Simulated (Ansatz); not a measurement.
Geometry optimisation, Ansatz, RKS PBE0-D4/6-31G*.

Input:

```yaml
crystal:
  periodic: [false, false, false]
  atoms:
    - { symbol: Si, position_ang: [0.0, 0.0, 0.0] }
    - { symbol: H, position_ang: [0.0, 0.0, 1.46] }
    - { symbol: O, position_ang: [1.5842, 0.0, -0.5594] }
    - { symbol: C, position_ang: [2.3503, -1.1632, -0.836] }
    - { symbol: H, position_ang: [1.7187, -1.9052, -1.3675] }
    - { symbol: H, position_ang: [3.2179, -0.8926, -1.4733] }
    - { symbol: H, position_ang: [2.7141, -1.6023, 0.1163] }
    - { symbol: C, position_ang: [-0.8808, 1.5259, -0.6227] }
    - { symbol: H, position_ang: [-1.9334, 1.2723, -0.8671] }
    - { symbol: H, position_ang: [-0.8624, 2.3106, 0.1622] }
    - { symbol: H, position_ang: [-0.3704, 1.9025, -1.5336] }
    - { symbol: O, position_ang: [-0.7913, -1.3709, -0.5594] }
    - { symbol: C, position_ang: [-1.5365, -2.2685, 0.2501] }
    - { symbol: H, position_ang: [-1.2251, -2.1576, 1.3097] }
    - { symbol: H, position_ang: [-2.6187, -2.04, 0.1571] }
    - { symbol: H, position_ang: [-1.349, -3.3106, -0.083] }
basis:
  gaussian: { orbitals: "6-31G*" }
hamiltonian:
  xc: pbe0
  dispersion: d4
relax:
  f_tol: 0.02
  max_steps: 40
output:
  orbitals: {}
```

Command:

```bash
$ ansatz run input.yaml --threads 2 --pin off --max-ram 3072MiB --backend cpu --events-out ev --progress --plain --runs-dir out
```

Task: Where does it end, and by what steps?

Result: The run converged. The force dipped under the threshold on the way, but the program's further checks kept it going. After 20 steps the energy has fallen by 0.217 eV; H9 moved furthest, 1.06 Å.

```
step  energy less start (eV)  largest force component (eV/Å)  accepted
   0                  0.0000                           1.078       yes
   1                 -0.1090                           0.482       yes
   2                 -0.1350                           0.093       yes
   3                 -0.1585                           0.086       yes
   4                 -0.1514                           0.666        no
   5                 -0.1662                           0.093       yes
   6                 -0.1744                           0.039       yes
   7                 -0.1750                           0.379       yes
   8                 -0.1867                           0.094       yes
   9                 -0.1881                           0.250       yes
  10                 -0.1910                           0.164       yes
  11                 -0.1940                           0.108       yes
  12                 -0.1975                           0.351       yes
  13                 -0.2030                           0.200       yes
  14                 -0.2131                           0.080       yes
  15                 -0.2149                           0.032       yes
  16                 -0.1930                           0.508        no
  17                 -0.2164                           0.007       yes
  18                 -0.2169                           0.046       yes
  19                 -0.2163                           0.088        no
  20                 -0.2172                           0.002       yes
```

```xyz
16
Properties=species:S:1:pos:R:3
Si -0.171 0.068 -0.095
H 0.165 -0.027 1.362
O 1.225 -0.208 -0.941
C 2.108 -1.262 -0.641
H 1.793 -2.194 -1.130
H 3.103 -0.999 -1.013
H 2.183 -1.445 0.441
C -0.815 1.721 -0.635
H -1.737 1.975 -0.103
H -0.078 2.509 -0.449
H -1.035 1.708 -1.708
O -1.363 -1.042 -0.394
C -1.336 -2.355 0.113
H -0.905 -2.399 1.125
H -2.362 -2.731 0.162
H -0.756 -3.019 -0.541
```

Time of the run: 3.9 min on 2 threads of Intel(R) Xeon(R) Processor @ 2.50GHz (Skylake/Cascade Lake), on a shared host, peak memory 0.29 GiB.
